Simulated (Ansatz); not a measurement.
Reaction (ligand exchange at the Se–C bond): `C[Se]CO` + PH₃ → `C[Se]P` + CH₃OH

Gas-phase electronic energies from Ansatz, PBE0-D4/def2-TZVP geometries. CCSD(T)/CBS is the MP2 limit (def2-TZVPP, def2-QZVPP) plus CCSD(T) − MP2 in def2-TZVPP, frozen cores. This one scheme is used for every species. Functionals use def2-TZVPP. For Se outer-core shells are correlated without core-valence functions, which leaves a few kJ/mol of doubt a bond. Scalar relativity is left out up to krypton. One conformer a species, not always the lowest.

| level | ΔE (eV) |
| --- | --- |
| PBE | -0.44 |
| HF/def2-TZVPP | -0.52 |
| MP2/def2-QZVPP | -0.46 |
| MP2/CBS(def2) | -0.48 |

**Question.** What does CCSD(T)/CBS give? (An estimate is asked.)

**Answer.** The calculation gave: -0.45 eV. The listed levels differ from it by 0.01, -0.07, -0.01, -0.03 eV.

Largest T1 diagnostic among the species: 0.013.

From PBE to PBE0 (25 % exact exchange), in def2-TZVPP and without D4, ΔE moves by −0.04 eV. In def2-TZVPP, CCSD(T) changes the Hartree–Fock value by +0.14 eV (the triples alone add +0.02 eV) and MP2 by +0.11 eV.
